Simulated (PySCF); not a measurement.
# Levels along the 31-electron series

One electron added to the closed shell [Ar] 3d10 4s2: EOM-EA-CCSD calculated with PySCF 2.14, two-component X2C-1e with screened spin-orbit coupling, each ion in its own even-tempered basis, [Ar] frozen, the virtual space cut to natural spinors and corrected at second order; no Breit or QED terms. Binding energy of 4p1/2 and energies of the other levels above it, in eV.

```
  ion  4p1/2 binding  4p3/2 − 4p1/2  NIST ionisation energy
Nd²⁹⁺         1092.7         31.785            1092 ± 4 (t)
Pm³⁰⁺         1158.9         34.812            1158 ± 4 (t)
Sm³¹⁺         1227.2         38.058            1226 ± 4 (t)
Eu³²⁺         1297.4         41.535            1296 ± 4 (t)
Gd³³⁺         1369.6         45.253            1368 ± 5 (t)
Tb³⁴⁺         1443.8         49.226            1443 ± 5 (t)
Dy³⁵⁺         1520.1         53.462            1520 ± 5 (t)
Ho³⁶⁺         1598.8         57.944            1598 ± 5 (t)
Er³⁷⁺         1679.2         62.756            1678 ± 4 (t)
Tm³⁸⁺         1761.8         67.876            1761 ± 4 (t)
```

Each ion has its own basis, which adds noise of up to about 0.1 % of the binding energies along the series.

The 4p interval goes from 31.78 to 67.88 eV, as Z to the power 5.43; a hydrogen-like ion gives 4, and the power is higher where the screened charge Z − σ still grows faster than Z or where Zα is large.

NIST values marked (s) are semi-empirical, (t) theoretical.
